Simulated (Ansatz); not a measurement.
HBN, doublet (typed; the unrestricted solution is spin-contaminated), geometry from GFN2-xTB; CCSD(T)/6-31G** run with Ansatz (a first-principles code).

Here is a job for Ansatz.
Ansatz 0.2 input:
```yaml
crystal:
  periodic: [false, false, false]
  atoms:
    - {symbol: B, position_ang: [-0.00000000, -0.00000000, -0.84064362]}
    - {symbol: N, position_ang: [0.00000000, 0.00000000, 0.40129173]}
    - {symbol: H, position_ang: [0.00000000, 0.00000000, 1.39417598]}
basis:
  gaussian:
    orbitals: 6-31G__.json
magnetization: {spin_polarized: true, initial_magnetization: 1}
correlation: {method: ccsd_t}
```
The basis file holds 6-31G** in the JSON format of the Basis Set Exchange.

What the program printed (banner, timings and long lists left out):

```
Functional definition: HF
329 factors; integrals over basis functions are off by at most 1.3e-3 eV
mean field evaluation 1: about -2163.8530 eV, gradient 2.5e1 eV
mean field evaluation 2: about -2163.8550 eV, gradient 2.5e1 eV
mean field evaluation 4: about -2167.1834 eV, gradient 2.8e0 eV
mean field evaluation 8: about -2167.3898 eV, gradient 3.4e-1 eV
mean field evaluation 16: about -2165.6879 eV, gradient 1.9e1 eV
mean field evaluation 32: about -2165.1158 eV, gradient 2.3e-6 eV
mean field evaluation 64: about -2165.1158 eV, gradient 2.2e-2 eV
mean field evaluation 96: about -2167.3422 eV, gradient 8.4e-1 eV
mean field evaluation 128: about -2164.5561 eV, gradient 8.9e0 eV
mean field -2167.39740859 eV, -79.6503856509 hartree, gradient 2.9e-6 eV, S^2 0.850977; 5 other end points of the search recorded, 0 dependent functions left out
determinant -2167.39740859 eV, -79.6503856509 hartree, with singles and doubles -2173.77864980 eV, -79.8848919402 hartree
determinant -2165.11580089 eV, -79.5665381145 hartree, with singles and doubles -2171.04597902 eV, -79.7844681412 hartree
2 core orbitals not correlated
reference -2167.39740859 eV, -79.6503856509 hartree; 5, 4 occupied and 28, 29 virtual orbitals, 329 factors
second order -5.98705883 eV of doubles, -0.00000000 eV of singles
cycle   1  -6.38179706 eV  change   -5.6e-4 eV  update   1.5e-3
cycle   2  -6.38230416 eV  change   -5.1e-4 eV  update   9.8e-4
cycle   3  -6.38230612 eV  change   -2.0e-6 eV  update   4.3e-4
cycle   4  -6.38253192 eV  change   -2.3e-4 eV  update   2.2e-4
cycle   5  -6.38308780 eV  change   -5.6e-4 eV  update   7.1e-5
cycle   6  -6.38316403 eV  change   -7.6e-5 eV  update   2.5e-5
cycle   7  -6.38317893 eV  change   -1.5e-5 eV  update   1.2e-5
cycle   8  -6.38318100 eV  change   -2.1e-6 eV  update   3.0e-6
perturbative correction -0.24548314 eV, -0.0090213390 hartree
Total energy: -2174.02607273 eV, -79.8939845651 hartree
```
